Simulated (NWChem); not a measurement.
# BaCl2; SMILES [Cl][Ba][Cl]

Program: NWChem. The geometry was optimised at PBE-D3(BJ)/def2-SVP. def2 effective core potentials on Ba; no spin-orbit coupling.

Question: What does the run give for PBE0/def2-SVP? Quantities: highest occupied level (eV); orbital gap (eV); dipole (D).

Answer: 
```json
{
  "highest occupied level (eV)": "-7.34",
  "orbital gap (eV)": "5.32",
  "dipole (D)": "7.67"
}
```
